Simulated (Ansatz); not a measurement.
The input (input.yaml):

```yaml
crystal:
  periodic: [false, false, false]
  atoms:
    - { symbol: Sn, position_ang: [-0.9884, 0.4686, 0.6451] }
    - { symbol: "N", position_ang: [1.2459, 0.6025, -0.3547] }
    - { symbol: C, position_ang: [-0.4182, -1.3728, -0.3389] }
    - { symbol: H, position_ang: [0.7251, -0.6159, -0.609] }
    - { symbol: H, position_ang: [-1.8161, 1.8364, -0.025] }
    - { symbol: H, position_ang: [-0.72, 0.9788, 2.2782] }
    - { symbol: H, position_ang: [2.0482, 0.6784, 0.2549] }
    - { symbol: H, position_ang: [1.4053, 1.2446, -1.1186] }
    - { symbol: H, position_ang: [-0.3511, -2.1828, 0.3836] }
    - { symbol: H, position_ang: [-1.1307, -1.6377, -1.1157] }
magnetization:
  spin_polarized: true
basis:
  gaussian: { orbitals: def2-SVP }
hamiltonian:
  xc: b3lyp
relax:
  f_tol: 0.15
  max_steps: 25
  restrain:
    - { distance: [3, 1], at: 2.32, k: 30.0 }
    - { distance: [0, 1], at: 2.1, k: 30.0 }
    - { distance: [3, 2], at: 1.07, k: 30.0 }
```

Run as:

```bash
$ ansatz run input.yaml --threads 2 --pin off --max-ram 3072MiB --backend cpu --events-out ev --progress --plain --runs-dir out
```

Hardware: 2 threads of Arm Neoverse V2, with other jobs on the host.

Problem. Roughly how long does this run take, and how much memory?

Solution. 34 s, with a peak of 0.25 GiB, for 10 ionic steps.
